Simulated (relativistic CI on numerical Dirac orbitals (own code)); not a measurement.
Method of calculation: Dirac-Coulomb-Breit CI, KLI orbitals optimised for each configuration, model QED, unscaled Slater integrals (own radial code, finite nucleus).

CI space (outside the closed core [Ar]): 3d10.4s, 3d10.4p, 3d10.4d, 3d10.4f, 3d10.5s, 3d10.5p, 3d10.5d, 3d10.5f, 3d10.5g, 3d10.6s, 3d10.6p, 3d9.4s2, 3d10.6d, 3d10.6f, 3d9.4s.4p, 3d10.7s, 3d9.4s.4d, 3d10.8s, 3d9.4s.4f, 3d9.4s.5s, 3d9.4s.5p, 3d9.4s.5d, 3d9.4s.5f. Double excitations out of closed p, d and f shells are left out; levels of such configurations are missing from the list, as are those of other unlisted configurations, and high levels can miss mixing partners.

At this charge energies of transitions that change n are usually good to better than 1 %, and those within a shell (Δn = 0) to a few per cent.

Outline of the computed level scheme of Pb LIV. Lowest level of each configuration: 3d10.4s 2S_1/2 at 0.00 eV; 3d10.4p 2P°_1/2 at 117.99 eV; 3d10.4d 2D_3/2 at 470.09 eV; 3d10.4f 2F°_5/2 at 695.17 eV; 3d10.5s 2S_1/2 at 1307.25 eV; 3d10.5p 2P°_1/2 at 1365.05 eV; 3d10.5d 2D_3/2 at 1532.79 eV; 3d10.5f 2F°_5/2 at 1634.68 eV; 3d10.5g 2G_7/2 at 1684.96 eV.

Some strong electric-dipole decays among the lowest 16 levels: 3d10.5g 2G_9/2 → 3d10.4f 2F°_7/2 (4.0e+13 s⁻¹); 3d10.5g 2G_7/2 → 3d10.4f 2F°_5/2 (3.9e+13 s⁻¹); 3d10.5f 2F°_7/2 → 3d10.4d 2D_5/2 (2.2e+13 s⁻¹); 3d10.5f 2F°_5/2 → 3d10.4d 2D_3/2 (2.0e+13 s⁻¹); 3d10.5s 2S_1/2 → 3d10.4p 2P°_3/2 (1.3e+13 s⁻¹); 3d10.5d 2D_5/2 → 3d10.4p 2P°_3/2 (1.1e+13 s⁻¹); 3d10.5p 2P°_1/2 → 3d10.4s 2S_1/2 (8.9e+12 s⁻¹); 3d10.5p 2P°_1/2 → 3d10.4d 2D_3/2 (7.0e+12 s⁻¹).

LS names give the leading component of a level, which can be under half, so a name can repeat, a term be missing and a line seem to break the LS rules.
